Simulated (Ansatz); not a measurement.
Ideal-gas functions of AlBrH₃NSi (`[Br][Al]1[NH][SiH2]1`) at 298.15 K and 1 bar, from an Ansatz frequency run at PBE0-D4/def2-TZVP.

Molar mass 152.0 g/mol, point group Cs (symmetry number 1), electronic degeneracy 1, moments of inertia 29.084, 543.04, 566.362 u Å². Harmonic wavenumbers (cm⁻¹, unscaled): 114, 126, 266, 421, 522, 569, 661, 664, 743, 890, 953, 1010, 2185, 2187, 3604.

Use S(trans) = R[1.5 ln M + 2.5 ln T − 1.1517]; rotational temperatures θ = 24.2544 K / I; S(rot) = R[ln(√π/σ · √(T³/θAθBθC)) + 1.5]; for each mode x = 1.438777 ν̃/T, S = R[x/(eˣ − 1) − ln(1 − e⁻ˣ)] and H = RT x/(eˣ − 1); 1 cm⁻¹ = 0.0119627 kJ/mol; R = 8.31446 J/(mol·K).

By hand: the entropy, in J/(mol·K).

Translation 171.5. Rotation: θ = 0.8339, 0.0447, 0.0428 K, giving 115.1. Vibration, mode by mode: 13.39, 12.58, 6.79, 3.72, 2.53, 2.12, 1.49, 1.47, 1.08, 0.61, 0.47, 0.38, 0.00, 0.00, 0.00, in all 46.6. Electronic 0.0. Sum 333.2 J/(mol·K).

By hand: H − E and G − E in kJ/mol, counted from the electronic energy.

Zero-point energy ½ × 14915 × 0.0119627 = 89.2; thermal vibration 7.9; translation, rotation and pV give 4 RT = 9.9. H − E = 107.0 kJ/mol, and G − E = 107.0 − 298.15 × 333.2/1000 = 7.7 kJ/mol.

Vibration gives 14 % of the entropy, 26.0 J/(mol·K) of it from the modes under 150 cm⁻¹: soft modes count most, and the harmonic formula is weakest for them.
